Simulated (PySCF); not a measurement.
**How methods differ on the excitation energy of Zr⁺**

Zr⁺ [Kr] 4d2 5s1 (4F) → Zr⁺ [Kr] 4d1 5s2 (2D), as a difference of total energies. All numbers are calculated (PySCF 2.14, a scalar-relativistic core potential, in aug-cc-pVDZ-PP with ECP28MDF (5s5p4d2f, 54 functions)). Correlated levels: valence: 4s2 4p6 frozen. The calculations carry no spin-orbit coupling.

| method | excitation energy (eV) |
| --- | --- |
| UHF | 2.330 |
| MP2 (valence) | 1.733 |
| SCS-MP2 (valence) | 1.478 |
| CCSD (valence) | 1.109 |
| CCSD(T) (valence) | 0.826 |

Task: How much does correlation contribute at CCSD(T) (valence)?

Result: 0.826 − (2.330) = -1.504 eV, measured against UHF.

The coupled-cluster amplitudes are large for the upper state (T1 above 0.03 or a double amplitude above 0.15), so a single reference is strained.
